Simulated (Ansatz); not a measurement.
System: tetramethylurea, C$_{5}$H$_{12}$N$_{2}$O (charge 0, singlet). 
Coordinates optimised at B3LYP-D3(BJ)/def2-TZVP (Ansatz, a first-principles code):
SMILES: CN(C)C(=O)N(C)C
```xyz
20

C      1.3146    -1.5952     0.0576
N      1.1551    -0.1742    -0.2070
C      2.3999     0.5719    -0.2500
C      0.0324     0.5245     0.2084
O      0.1024     1.6587     0.6591
N     -1.1747    -0.1446     0.0803
C     -2.3339     0.4967     0.6747
C     -1.4731    -0.9719    -1.0777
H      1.6632    -2.1279    -0.8318
H      2.0511    -1.7494     0.8547
H      0.3752    -2.0308     0.3823
H      2.2060     1.5888    -0.5778
H      2.8853     0.6167     0.7321
H      3.0789     0.0856    -0.9528
H     -3.0898    -0.2629     0.8824
H     -2.0471     0.9856     1.6008
H     -2.7700     1.2525     0.0107
H     -1.9136    -1.9277    -0.7798
H     -0.5724    -1.1640    -1.6518
H     -2.1875    -0.4596    -1.7325
```

Computed values are from Ansatz. Cores are frozen in the correlated levels unless marked. UHF or UKS for open shells. Spin-orbit coupling is left out. No relativistic terms. CBS(X,Y): correlation extrapolated as X^-3; Hartree-Fock from the larger set. [CCSD(T)-MP2]/basis is that difference in the basis named.

```
Property                                                                            Value
---------------------  ------------------------------------------------------------------
atomisation energy De  7956.6 kJ/mol at RI-MP2/CBS(cc-pVTZ,cc-pVQZ)+[CCSD(T)-MP2]/cc-pVTZ
total energy            -382.0540 Eh at RI-MP2/CBS(cc-pVTZ,cc-pVQZ)+[CCSD(T)-MP2]/cc-pVTZ
dipole moment                                               3.40 D at CCSD(T)/aug-cc-pVDZ
T1 diagnostic                                                       0.013 at CCSD/cc-pVTZ
```
